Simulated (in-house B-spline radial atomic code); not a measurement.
A run on an ion of nuclear charge 58 with 58.7 electrons that did not converge. Method: scalar-relativistic (X2C) HSE06, spin-polarised, spherical fractional occupations, Fermi nucleus of rms radius 4.8771 fm; computed with a B-spline radial code for spherical atoms.

Command:
```bash
python run_scf.py task.json out
```
Settings (nuclear radius in fm, mass in u):
```
Z                58
configuration    [Xe] 4f1.7 5d1 6s2
hamiltonian      x2c
method           hse06
spin_polarised   True
nucleus          fermi
rms_radius       4.8771
atomic_mass      139.90545
speed_of_light   137.035999084
```

First and last ten iterations of the last attempt (damped for 15 steps, keeping 80 % of the old Fock matrix, then DIIS):
```
 iter        energy (Eh)    residual
    1       -8851.752134    4.87e-01
    2       -8852.117381    4.19e-01
    3       -8855.793929    2.66e-01
    4       -8857.618272    1.63e-01
    5       -8858.484897    9.66e-02
    6       -8858.878544    5.48e-02
    7       -8859.049402    3.28e-02
    8       -8859.120253    1.86e-02
    9       -8858.484861    7.15e-02
   10       -8859.024156    3.93e-02
  111       -8858.354794    7.49e-02
  112       -8858.391693    7.36e-02
  113       -8857.798423    7.76e-02
  114       -8859.136781    1.70e-02
  115       -8859.136708    1.70e-02
  116       -8859.137538    1.67e-02
  117       -8858.453238    6.97e-02
  118       -8857.999944    7.16e-02
  119       -8858.013199    7.24e-02
  120       -8858.448914    7.01e-02
 not converged after 120 iterations
```

The smallest residual met was 1.1e-02; the threshold is about 6e-07. No energy from this run should be used. The likely cause: this method binds the added charge weakly or not at all at the basis-set limit, so charge moves back and forth between the atom and the box. Cost of the run: 16 s on 1 thread of Arm Neoverse V2, with other jobs on the host.
